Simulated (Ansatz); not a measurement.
```xyz
8

B     0.0000    0.0000   -0.9887
N     0.0000    0.0000    0.7771
H     0.0000   -1.2747   -1.3412
H    -1.1039    0.6373   -1.3412
H     1.1039    0.6373   -1.3412
H     0.0000    1.0275    1.1758
H    -0.8899   -0.5138    1.1758
H     0.8899   -0.5138    1.1758
```

Basis set: cc-pVDZ (spherical functions). Left uncorrelated: 2 orbitals. Charge 0, multiplicity 1.

Computed with Ansatz (development build ahead of 0.2.0); each method stands on the lowest determinant of its kind that the runs found. Restricted open shells among the atoms or ions are ROHF, correlated in semicanonical orbitals with singles.

(1) Give the atomization energy at this shape (free ground-state atoms in the same class of orbitals less the molecule, no zero-point energy) of singlet BNH₆ by RHF-MP2, RHF.

## Answers

(1)

```csv
method,atomization energy
RHF-MP2,23.72 eV
RHF,18.49 eV
```

Caution: no unrestricted run beside it, a lower state can exist; the shape is not the minimum.
